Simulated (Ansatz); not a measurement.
A single point on `C[C@H]1N[Si@H]1C`.

```yaml
crystal:
  periodic: [false, false, false]
  atoms:
    - {symbol: C, position_ang: [-1.345850, 0.616688, -1.237298]}
    - {symbol: C, position_ang: [-0.587155, -0.604696, -0.794909]}
    - {symbol: N, position_ang: [0.895245, -0.553478, -1.016359]}
    - {symbol: Si, position_ang: [0.525959, -0.753100, 0.655967]}
    - {symbol: C, position_ang: [0.985855, 0.626153, 1.808612]}
    - {symbol: H, position_ang: [-0.867425, 1.530191, -0.877560]}
    - {symbol: H, position_ang: [-1.389700, 0.678785, -2.330178]}
    - {symbol: H, position_ang: [-2.370864, 0.596360, -0.857283]}
    - {symbol: H, position_ang: [-1.059635, -1.539344, -1.106216]}
    - {symbol: H, position_ang: [1.281375, -1.260751, -1.623773]}
    - {symbol: H, position_ang: [0.667185, -2.098967, 1.268738]}
    - {symbol: H, position_ang: [0.819015, 1.591358, 1.327648]}
    - {symbol: H, position_ang: [0.392124, 0.582296, 2.724926]}
    - {symbol: H, position_ang: [2.040870, 0.559306, 2.086585]}
basis:
  gaussian: {orbitals: def2-QZVPP}
correlation: {method: mp2}
```

```sh
$ ansatz run in.yaml --threads 4 --pin off --events-out ev --progress --plain --max-ram 10444MiB
```

Output, abridged:

```
Functional definition: HF
3349 factors; integrals over basis functions are off by at most 8.3e-4 eV
mean field evaluation 1: about -12573.9059 eV, gradient 4.8e1 eV
mean field evaluation 2: about -12574.0463 eV, gradient 4.8e1 eV
mean field evaluation 4: about -12579.6493 eV, gradient 5.3e0 eV
mean field evaluation 8: about -12579.7446 eV, gradient 3.2e-1 eV
mean field -12579.74526361 eV, -462.2971115800 hartree, gradient 3.8e-6 eV, S^2 0.000000; 0 other end points of the search recorded, 0 dependent functions left out
9 core orbitals not correlated: weight in the atoms' cores, before any rotation towards them, 1.000 or more for the frozen orbitals, at most 0.000 for the correlated occupied ones
reference -12579.74526361 eV, -462.2971115800 hartree; 15, 15 occupied and 544, 544 virtual orbitals, 3349 factors
second order -24.81846545 eV of doubles, -0.00000000 eV of singles
Total energy: -12604.56372906 eV, -463.2091733626 hartree
```

It took 31 s on 4 threads of an Arm Neoverse V1 on a shared host, with 4.5 GiB of host memory at the peak.
